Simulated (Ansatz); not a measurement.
## Ansatz (development build ahead of 0.2.0) run

```yaml
crystal:
  periodic: [false, false, false]
  atoms:
    - { symbol: H, position_ang: [0.03554, -0.03493, -1.37851] }
    - { symbol: Br, position_ang: [0.04306, 0.02318, 0.04992] }
basis:
  gaussian: { orbitals: aug-cc-pVDZ }
hamiltonian:
  xc: hf
```

The input is written out in the form of the current development build from the run's settings.

Results

| Item | Value |
| --- | --- |
| Converged | yes |
| Total energy | -2572.97365 hartree |
| Spin squared of the determinant | 0.000 |
